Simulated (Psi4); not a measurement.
HgI, charge +1, singlet, geometry from GFN2-xTB (such geometries of metal compounds can be far from the true shape) (core potentials on Hg, I); PBE/def2-SV(P) run with Psi4.

Here is a job for Psi4.
```
memory 2 GB

molecule mol {
1 1
  Hg   -0.000000   -0.000000   -1.014273
  I     0.000000    0.000000    1.530978
symmetry cs
}

set basis def2-sv(p)
set reference rks

energy('pbe')
print_variables()
```

It wrote (shortened):

```
   => Loading Basis Set <=

    Name: DEF2-SV(P)
    Role: ORBITAL
    Keyword: BASIS

    !!!  WARNING: ECP capability is in beta. Please check occupations closely.  !!!

         ---------------------------------------------------------
                                   SCF
               by Justin Turney, Rob Parrish, Andy Simmonett
                          and Daniel G. A. Smith
                              RKS Reference
         ---------------------------------------------------------

  ==> Geometry <==

    Molecular point group: cs
    Full point group: C_inf_v

    Geometry (in Angstrom), charge = 1, multiplicity = 1:

       Center              X                  Y                   Z               Mass
    ------------   -----------------  -----------------  -----------------  -----------------
         HG           0.000000000000     0.000000000000    -0.982147079487   201.970643400000
         I            0.000000000000     0.000000000000     1.563103920513   126.904471900000

  Running in cs symmetry.

  Rotational constants: A = ************  B =      0.03339  C =      0.03339 [cm^-1]
  Rotational constants: A = ************  B =   1000.97171  C =   1000.97171 [MHz]
  Nuclear repulsion =  103.953836118716779

  Charge       = 1
  Multiplicity = 1
  Electrons    = 44
  Nalpha       = 22
  Nbeta        = 22

  ==> Algorithm <==

  SCF Algorithm Type is DF.
  DIIS enabled.
  MOM disabled.
  Fractional occupation disabled.
  Guess Type is SAD.
  Energy threshold   = 1.00e-06
  Density threshold  = 1.00e-06
  Integral threshold = 1.00e-12

  ==> Primary Basis <==

  Basis Set: DEF2-SV(P)
    Blend: DEF2-SV(P)
    Number of shells: 21
    Number of basis functions: 51
    Number of Cartesian functions: 55
    Spherical Harmonics?: true
    Max angular momentum: 2

  Core potential: DEF2-SV(P)
    Number of shells: 8
    Number of ECP primitives: 39
    Number of ECP core electrons: 88
    Max angular momentum: 3

  ==> DFT Potential <==

   => LibXC <=

    Version 7.1.2
    S. Lehtola, C. Steigemann, M. J. T. Oliveira, and M. A. L. Marques,  SoftwareX 7, 1–5 (2018) (10.1016/j.softx.2017.11.002)

   => Composite Functional: PBE <=

    PBE GGA Exchange-Correlation Functional

    J.P. Perdew et. al., Phys. Rev. Lett., 77(18), 3865-3868, 1996

    Deriv               =              1
    GGA                 =           TRUE
    Meta                =          FALSE

    Exchange Hybrid     =          FALSE
    MP2 Hybrid          =          FALSE

   => Exchange Functionals <=

    1.0000     XC_GGA_X_PBE

   => Correlation Functionals <=

    1.0000     XC_GGA_C_PBE

   => LibXC Density Thresholds  <==

    XC_GGA_C_PBE:  1.00E-12
    XC_GGA_X_PBE:  1.00E-15

   => Molecular Quadrature <=

    Radial Scheme          =       TREUTLER
    Pruning Scheme         =           NONE
    Nuclear Scheme         =       TREUTLER

    Blocking Scheme        =         OCTREE
    BS radius alpha        =              1
    Pruning alpha          =              1
    Radial Points          =             75
    Spherical Points       =            302
    Total Points           =          41024
    Total Blocks           =            393
    Max Points             =            253
    Max Functions          =             51
    Weights Tolerance      =       1.00E-15

   => Loading Basis Set <=

    Name: (DEF2-SV(P) AUX)
    Role: JKFIT
    Keyword: DF_BASIS_SCF

  ==> Integral Setup <==

  SCF_SUBTYPE=INCORE selected. In-core MEM_DF algorithm will be used.
  Using in-core AOs.

  ==> MemDFJK: Density-Fitted J/K Matrices <==

    J tasked:                   Yes
    K tasked:                    No
    wK tasked:                   No
    Algorithm:                 Core
    Schwarz Cutoff:           1E-12
    Mask sparsity (%):       0.6151
    Fitting Condition:        1E-10

   => Auxiliary Basis Set <=

  Basis Set: (DEF2-SV(P) AUX)
    Blend: DEF2-UNIVERSAL-JKFIT
    Number of shells: 97
    Number of basis functions: 465
    Number of Cartesian functions: 674
    Spherical Harmonics?: true
    Max angular momentum: 6

  Minimum eigenvalue in the overlap matrix is 1.0308642351E-02.
  Reciprocal condition number of the overlap matrix is 2.7964954005E-03.
    Using symmetric orthogonalization.

  ==> Pre-Iterations <==

  SCF Guess: Superposition of Atomic Densities via on-the-fly atomic UHF (no occupation information).

   -------------------------
    Irrep   Nso     Nmo
   -------------------------
     A'        36      36
     A"        15      15
   -------------------------
    Total      51      51
   -------------------------

  ==> Iterations <==

                           Total Energy        Delta E     RMS |[F,P]|

   @DF-RKS iter SAD:  -447.87850888584319   -4.47879e+02   0.00000e+00
   @DF-RKS iter   1:  -450.57853148609462   -2.70002e+00   1.60504e-02 ADIIS/DIIS
   @DF-RKS iter   2:  -447.14998986830045    3.42854e+00   4.55380e-02 ADIIS/DIIS
   @DF-RKS iter   3:  -450.83543502761705   -3.68545e+00   8.27442e-03 ADIIS/DIIS
   @DF-RKS iter   4:  -450.89427166420944   -5.88366e-02   2.39310e-03 ADIIS/DIIS
   @DF-RKS iter   5:  -450.90347582201809   -9.20416e-03   4.49797e-04 ADIIS/DIIS
   @DF-RKS iter   6:  -450.90363823479123   -1.62413e-04   1.48849e-04 ADIIS/DIIS
   @DF-RKS iter   7:  -450.90366003471780   -2.17999e-05   5.33009e-05 DIIS
   @DF-RKS iter   8:  -450.90366331817199   -3.28345e-06   8.73007e-06 DIIS
   @DF-RKS iter   9:  -450.90366340496388   -8.67919e-08   7.13793e-07 DIIS
  Energy and wave function converged.

  ==> Post-Iterations <==

   Electrons on quadrature grid:
      Ntotal   =   43.9999862837 ; deviation = -1.372e-05

    Orbital Energies [Eh]
    ---------------------

    Doubly Occupied:

       1Ap    -6.849690     2Ap    -4.927337     1App   -4.901669
       3Ap    -4.901669     4Ap    -4.587881     5Ap    -2.771847
       2App   -2.757387     6Ap    -2.757387     7Ap    -2.062578
       3App   -2.055203     8Ap    -2.055203     4App   -2.034496
       9Ap    -2.034473    10Ap    -0.874443    11Ap    -0.691029
       5App   -0.681633    12Ap    -0.681633    13Ap    -0.663993
       6App   -0.663986    14Ap    -0.560599     7App   -0.452738
      15Ap    -0.452738

    Virtual:

      16Ap    -0.423080     8App   -0.235406    17Ap    -0.235406
      18Ap    -0.166835    19Ap    -0.084226     9App    0.088556
      20Ap     0.088556    21Ap     0.098917    22Ap     0.117745
      10App    0.146863    23Ap     0.146866    11App    0.187005
      24Ap     0.187005    12App    0.235661    25Ap     0.235662
      26Ap     0.285761    13App    0.383327    27Ap     0.383327
      28Ap     0.408050    14App    0.513354    29Ap     0.513354
      30Ap     0.804002    31Ap     1.683878    15App   18.201596
      32Ap    18.201596    33Ap    18.371495    34Ap    32.717200
      35Ap    55.553098    36Ap   121.045245

    Final Occupation by Irrep:
             Ap   App
    DOCC [    15,    7 ]
    NA   [    15,    7 ]
    NB   [    15,    7 ]

  @DF-RKS Final Energy:  -450.90366340496388

   => Energetics <=

    Nuclear Repulsion Energy =            103.9538361187167794
    One-Electron Energy =                -983.8284197271286757
    Two-Electron Energy =                 464.9018678139734106
    DFT Exchange-Correlation Energy =     -35.9309476105254149
    Empirical Dispersion Energy =           0.0000000000000000
    VV10 Nonlocal Energy =                  0.0000000000000000
    Total Energy =                       -450.9036634049638792

Computation Completed

Properties will be evaluated at   0.000000,   0.000000,   0.000000 [a0]

Properties computed using the SCF density matrix

 Multipole Moments:

 ------------------------------------------------------------------------------------
     Multipole            Electronic (a.u.)      Nuclear  (a.u.)        Total (a.u.)
 ------------------------------------------------------------------------------------

 L = 1.  Multiply by 2.5417464519 to convert [e a0] to [Debye]
 Dipole X            :          0.0000000            0.0000000            0.0000000
 Dipole Y            :          0.0000036            0.0000000            0.0000036
 Dipole Z            :        -37.4836505           36.7261780           -0.7574726
 Magnitude           :                                                    0.7574726

 ------------------------------------------------------------------------------------

  Variable Map:
  ----------------------------------------------------------------------------
  "CURRENT ENERGY"              =>    -450.903663404964
  "CURRENT REFERENCE ENERGY"    =>    -450.903663404964
  "DD SOLVATION ENERGY"         =>       0.000000000000
  "DFT FUNCTIONAL TOTAL ENERGY" =>    -450.903663404964
  "DFT TOTAL ENERGY"            =>    -450.903663404964
  "DFT VV10 ENERGY"             =>       0.000000000000
  "DFT XC ENERGY"               =>     -35.930947610525
  "GRID ELECTRONS ALPHA"        =>      21.999993141846
  "GRID ELECTRONS BETA"         =>      21.999993141846
  "GRID ELECTRONS TOTAL"        =>      43.999986283691
  "NUCLEAR REPULSION ENERGY"    =>     103.953836118717
  "ONE-ELECTRON ENERGY"         =>    -983.828419727129
  "PCM POLARIZATION ENERGY"     =>       0.000000000000
  "PE ENERGY"                   =>       0.000000000000
  "SCF ITERATION ENERGY"        =>    -450.903663404964
  "SCF ITERATIONS"              =>       9.000000000000
  "SCF TOTAL ENERGY"            =>    -450.903663404964
  "TWO-ELECTRON ENERGY"         =>     464.901867813973
  "XC GRID RADIAL POINTS"       =>      75.000000000000
  "XC GRID SPHERICAL POINTS"    =>     302.000000000000
  "XC GRID TOTAL POINTS"        =>   41024.000000000000

  Array Variable Map:
  ----------------------------------------------------------------------------
  "CURRENT DIPOLE"              =>       0.000000000000 ... -0.757472554125 1 by 3
  "SCF DIPOLE"                  =>       0.000000000000 ... -0.757472554125 1 by 3
  "SCF TOTAL ENERGIES"          =>    -447.878508885843 ... -450.903663404964 1 by 10
```
